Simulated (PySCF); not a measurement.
## Vertical excitation energies

Compound: C₅H₁₂Si.
InChI=1S/C5H12Si/c1-4(2)5(3)6/h4H,3H2,1-2,6H3

Computed with TDDFT wB97X-D/def2-SVPD, vertical, gas phase, core orbitals frozen in the response in PySCF. Isolated species at its GFN2-xTB geometry (one conformer only). GFN2-xTB frequencies show an imaginary mode (70i cm⁻¹), so this geometry is no minimum at that level. Torsions of this conformer, `[CH2:1]=[C:2]([SiH3:3])[CH:4]([CH3:5])[CH3:6]`: C1–C2–C4–C5 120°.

| state | E (eV) | λ (nm) | ν̃ (cm⁻¹) | f | \|μ\| (D) | main configurations (H = HOMO, L = LUMO) |
| --- | --- | --- | --- | --- | --- | --- |
| S1 | 6.74 | 183.9 | 54380 | 0.0007 | 0.16 | H-1→L (94%) |
| S2 | 6.81 | 182.1 | 54900 | 0.273 | 3.25 | H→L (96%) |
| S3 | 7.41 | 167.3 | 59780 | 0.018 | 0.80 | H→L+1 (61%), H→L+2 (22%) |
| S4 | 7.81 | 158.7 | 63030 | 0.0017 | 0.24 | H→L+3 (78%), H→L+6 (9%) |
| S5 | 7.89 | 157.2 | 63620 | 0.0005 | 0.13 | H-2→L (70%) |
| S6 | 7.97 | 155.6 | 64250 | 0.0004 | 0.12 | H→L+2 (28%), H→L+4 (25%), H→L+1 (18%) |
| S7 | 8.45 | 146.8 | 68120 | 0.028 | 0.93 | H→L+4 (43%), H→L+2 (24%), H→L+6 (13%) |
| S8 | 8.59 | 144.3 | 69300 | 0.0079 | 0.49 | H-1→L+1 (81%), H-1→L+2 (11%) |

Triplets, Tamm–Dancoff:

```csv
state,E (eV),λ (nm),"main configurations (H = HOMO, L = LUMO)"
T1,4.32,287.3,H→L (89%)
T2,6.25,198.2,H-1→L (92%)
T3,7.39,167.8,"H→L+1 (54%), H→L+2 (26%), H→L+3 (10%)"
```

The lowest singlet comes at 184 nm (650 kJ/mol) in the vacuum ultraviolet; it is very weak; its leading configuration is HOMO-1→LUMO (94%). The strongest level in the table is S2 at 6.81 eV (182 nm, f = 0.273). Löwdin shares by element: HOMO carbon 73% or more, silicon 6% (atoms not listed hold the other 21%); LUMO carbon 58% or more, silicon 13%, hydrogen 5% or more (atoms not listed hold the other 24%). The oscillator strengths of these states sum to 0.330; summed over the whole spectrum of an exact calculation they would give the number of electrons, 56 (Thomas–Reiche–Kuhn). Of the 8 states listed, 3 reach f = 0.01 and 1 stays under 0.0005. Weighted by f, the mean energy of these states is 7.03 eV. Only the lowest 8 singlets were computed, as vertical energies without vibronic structure.
